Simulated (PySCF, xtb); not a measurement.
ZnH, SMILES [ZnH+] (connectivity only; charge and spin as stated), charge +1, multiplicity 1.

Harmonic wavenumbers (cm⁻¹) from GFN2-xTB (xtb) at its own minimum, in rising order: 1573.

What does PySCF with PBE0-D3(BJ)/def2-TZVPD give at its own minimum? (An estimate is asked for; the answer gives what the named calculation found.)

1907. Paired by order, the mean absolute difference is 334 cm⁻¹ and the zero-point energies are 2.2 and 2.7 kcal/mol.
